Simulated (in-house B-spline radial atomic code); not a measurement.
Ionising Tb III (Tb2+) with different functionals

Computed with a radial B-spline atomic code at the basis-set limit: scalar-relativistic (spin-free X2C) Hamiltonian, Fermi nucleus of rms radius 5.06 fm, spin-polarised at highest spin, spherical fractional occupations for the functionals, the average over the highest-spin determinants for Hartree-Fock. The ionisation energy is the difference of two self-consistent energies, [Xe] 4f9 → [Xe] 4f8, without Breit or QED terms; ε is the level of the shell that loses the electron (its least bound occupied spin orbital). There is no spin-orbit coupling in this Hamiltonian.

Hybrids are left out here: with spherical fractional occupations of an open shell their exact exchange keeps a self-interaction that integer-occupation calculations don't have.

```
           method          rung  ΔSCF (eV)  -ε(4f) (eV)
     Hartree-Fock  Hartree-Fock      16.81        22.11
         LDA VWN5           LDA          ?            ?
         LDA PW92           LDA      23.17        15.04
LDA exchange-only           LDA      21.22        13.23
              PBE           GGA      22.74        14.65
           PBEsol           GGA      22.80        14.69
             BLYP           GGA      22.62        14.55
             RPBE           GGA      22.64        14.56
             PW91           GGA      22.86        14.76
             BP86           GGA      22.90        14.78
             AM05           GGA      22.84        14.71
             OLYP           GGA      22.84        14.70
             TPSS      meta-GGA      22.33        14.27
             SCAN      meta-GGA      21.61        13.61
           r2SCAN      meta-GGA          ?            ?
          revTPSS      meta-GGA      22.26        14.20
```

**Question.** What does r2SCAN give?

**Answer.** ΔSCF 21.50 eV, and -ε(4f) = 13.48 eV.

**Question.** What does LDA VWN5 give?

**Answer.** ΔSCF 23.18 eV, and -ε(4f) = 15.05 eV.

**Question.** How do they compare with the NIST value?

**Answer.** NIST lists 21.82 eV ± 0.03 (semi-empirical, ground level to ground level). Errors run from -5.01 to +1.36 eV; SCAN is closest (-0.21 eV), but part of that can be cancellation, since the calculations leave out spin-orbit coupling, Breit-QED terms, multiplet and fine-structure energies. Hartree-Fock also lacks correlation.
